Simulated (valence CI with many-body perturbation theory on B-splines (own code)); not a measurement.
Ce⁸⁺: electric-dipole lines

Calculated by configuration interaction combined with many-body perturbation theory (CI+MBPT): four valence electrons over a frozen Dirac-Fock core [Kr] 4d10, a basis of 8 s, 8 p, 9 d, 9 f, 6 g, 3 h, 2 i functions for each j, with the one-electron correlation potential Σ1 (screened to all orders), the two-electron term Σ2, the three-electron term Σ3, Breit, model QED; selected single and double excitations, second order for the rest, scaled by the run's own slope (own B-spline code, finite nucleus).

No measured spectrum was set against this ion. As an estimate, levels hold to about 250 cm⁻¹ or 0.2 % of their energy and the worst to 1 %, as in measured heavy ions of charge 2 to 7; those with d or f electrons hold less well. Core correlation moves these levels by up to 44000 cm⁻¹, and in measured spectra 5 to 20 % of such shifts remained as error; rates that hang on mixing are uncertain with them.

Lines 151 to 200 of 206 in falling wavelength, among levels below 31.513 eV, chosen from the strongest by gf and those to the six lowest levels. Wavelengths and rates use the calculated energies, so an error of 200 cm⁻¹ moves a line at 57.96 nm by 0.12 % and its rate by three times that or more. Electric multipoles are in the length gauge, E1 and E2 with the static RPA response of the core. Weak lines are less certain than strong ones. Lines between different terms over intervals too small for the method are left out, as are lines whose strength nearly cancels. Where a level lies close to another of its J and parity, the split of strength between their lines is uncertain. The highest levels of a list are the least certain.

Names give the largest LS component (configuration and term), which can be under half, so a name can repeat, a term be missing and a line seem to break the LS rules; names also repeat where a configuration has a term twice. Letters in brackets count levels of one name in rising energy.

| λ vac (nm) | Upper | Lower | A (s⁻¹) | log gf | Branch % |
| --- | --- | --- | --- | --- | --- |
| 57.96 | 4f5s5p² ³F°_2 | 4f5s²5p ³G_3 | 1.01e+05 | -4.59 | 0.0 |
| 57.81 | 4f5s5p² ³F°_4 | 4f5s²5p ³G_3 | 1.34e+08 | -1.22 | 15.4 |
| 57.76 | 4f5s5p² ³F°_3 | 4f5s²5p ³G_3 | 5.77e+08 | -0.69 | 45.0 |
| 57.58 | 4f5s5p² ⁵D°_1 | 5s²5p² ³P_2 [b] | 1.42e+07 | -2.67 | 9.0 |
| 57.48 | 4f5s5p² ³G°_3 [b] | 4f5s²5p ³G_4 | 2.59e+07 | -2.05 | 0.8 |
| 57.32 | 4f5s5p² ⁵G°_3 | 5s²5p² ³P_2 [a] | 1.93e+07 | -2.18 | 8.0 |
| 57.23 | 4f5s5p² ³G°_3 [b] | 4f5s²5p ³F_2 | 1.65e+08 | -1.25 | 5.3 |
| 56.98 | 4f5s5p² ¹G°_4 | 4f5s²5p ³G_4 | 1.32e+09 | -0.24 | 40.9 |
| 56.86 | 4f5s5p² ³G°_3 [b] | 4f5s²5p ³F_3 | 1.39e+08 | -1.33 | 4.4 |
| 56.86 | 4f5s5p² ⁵F°_3 | 5s²5p² ³P_2 [b] | 1.49e+06 | -3.30 | 0.5 |
| 56.81 | 4f5s5p² ⁵F°_2 | 5s²5p² ³P_2 [b] | 2.09e+08 | -1.30 | 41.3 |
| 56.37 | 4f5s5p² ¹G°_4 | 4f5s²5p ³F_3 | 5.36e+08 | -0.64 | 16.7 |
| 56.10 | 4f5s5p² ⁵G°_2 | 5s²5p² ³P_1 | 7.09e+05 | -3.78 | 0.3 |
| 55.44 | 4f5s5p² ³G°_3 [b] | 4f5s²5p ³G_3 | 2.27e+09 | -0.14 | 72.7 |
| 55.37 | 5s5p³ ³S°_1 | 5s²5p² ³P_2 [b] | 3.34e+08 | -1.34 | 1.5 |
| 54.97 | 4f5s5p² ¹G°_4 | 4f5s²5p ³G_3 | 1.21e+09 | -0.31 | 37.6 |
| 54.82 | 5s5p³ ³D°_1 | 5s²5p² ³P_0 | 2.50e+09 | -0.47 | 87.2 |
| 54.81 | 5s5p³ ³P°_2 [b] | 5s²5p² ³P_2 [b] | 2.35e+09 | -0.28 | 79.8 |
| 54.78 | 4f5s5p² ³D°_1 | 5s²5p² ³P_2 [b] | 9.15e+07 | -1.91 | 2.4 |
| 53.93 | 4f5s5p² ³F°_2 | 5s²5p² ³P_2 [b] | 5.81e+08 | -0.90 | 35.9 |
| 53.76 | 4f5s5p² ³F°_3 | 5s²5p² ³P_2 [b] | 2.57e+05 | -4.11 | 0.0 |
| 53.74 | 4f5s5p² ³G°_3 [a] | 5s²5p² ³P_2 [a] | 2.01e+07 | -2.22 | 5.0 |
| 53.73 | 5s5p³ ³P°_1 | 5s²5p² ³P_2 [a] | 6.97e+07 | -2.04 | 1.4 |
| 53.32 | 5s5p³ ³P°_2 [a] | 5s²5p² ³P_2 [a] | 3.64e+09 | -0.11 | 91.3 |
| 52.77 | 4f5s5p² ⁵D°_3 | 5s²5p² ³P_2 [a] | 1.71e+05 | -4.30 | 0.2 |
| 52.63 | 5s5p³ ³P°_0 | 5s²5p² ³P_1 | 3.40e+09 | -0.85 | 98.2 |
| 52.04 | 4f5s5p² ⁵D°_2 | 5s²5p² ³P_2 [a] | 4.09e+08 | -1.08 | 79.8 |
| 51.91 | 5s5p³ ³P°_1 | 5s²5p² ³P_1 | 3.74e+09 | -0.34 | 77.7 |
| 51.74 | 4f5s5p² ³G°_3 [b] | 5s²5p² ³P_2 [b] | 1.73e+07 | -2.31 | 0.6 |
| 51.53 | 5s5p³ ³P°_2 [a] | 5s²5p² ³P_1 | 1.10e+07 | -2.66 | 0.3 |
| 51.28 | 4f5s5p² ⁵F°_1 | 5s²5p² ³P_2 [a] | 3.04e+06 | -3.44 | 1.8 |
| 50.88 | 4f5s5p² ³D°_3 | 5s²5p² ³P_2 [a] | 1.19e+06 | -3.49 | 0.5 |
| 49.72 | 4f5s5p² ³D°_2 | 5s²5p² ³P_2 [a] | 1.71e+06 | -3.50 | 0.9 |
| 49.63 | 4f5s5p² ⁵F°_1 | 5s²5p² ³P_1 | 7.10e+07 | -2.10 | 41.1 |
| 49.36 | 4f5s5p² ⁵D°_1 | 5s²5p² ³P_2 [a] | 2.71e+07 | -2.53 | 17.2 |
| 48.83 | 4f5s5p² ⁵F°_3 | 5s²5p² ³P_2 [a] | 6.58e+05 | -3.78 | 0.2 |
| 48.80 | 4f5s5p² ⁵F°_2 | 5s²5p² ³P_2 [a] | 3.15e+07 | -2.25 | 6.2 |
| 48.15 | 4f5s5p² ³D°_2 | 5s²5p² ³P_1 | 2.43e+07 | -2.37 | 13.3 |
| 48.06 | 4f5s5p² ⁵D°_0 | 5s²5p² ³P_1 | 6.23e+05 | -4.67 | 1.3 |
| 47.82 | 4f5s5p² ⁵D°_1 | 5s²5p² ³P_1 | 1.99e+07 | -2.69 | 12.6 |
| 47.73 | 5s5p³ ³S°_1 | 5s²5p² ³P_2 [a] | 1.42e+10 | 0.16 | 62.7 |
| 47.31 | 5s5p³ ³P°_2 [b] | 5s²5p² ³P_2 [a] | 2.32e+07 | -2.41 | 0.8 |
| 47.29 | 4f5s5p² ³D°_1 | 5s²5p² ³P_2 [a] | 1.29e+09 | -0.89 | 33.2 |
| 47.29 | 4f5s5p² ⁵F°_2 | 5s²5p² ³P_1 | 2.02e+07 | -2.47 | 4.0 |
| 46.65 | 4f5s5p² ³F°_2 | 5s²5p² ³P_2 [a] | 6.75e+08 | -0.96 | 41.8 |
| 46.53 | 4f5s5p² ³F°_3 | 5s²5p² ³P_2 [a] | 4.91e+07 | -1.95 | 3.8 |
| 46.29 | 5s5p³ ³S°_1 | 5s²5p² ³P_1 | 5.58e+09 | -0.27 | 24.6 |
| 46.24 | 5s5p³ ³P°_1 | 5s²5p² ³P_0 | 8.40e+08 | -1.09 | 17.4 |
| 45.90 | 5s5p³ ³P°_2 [b] | 5s²5p² ³P_1 | 2.11e+08 | -1.48 | 7.2 |
| 45.88 | 4f5s5p² ³D°_1 | 5s²5p² ³P_1 | 3.06e+08 | -1.54 | 7.9 |
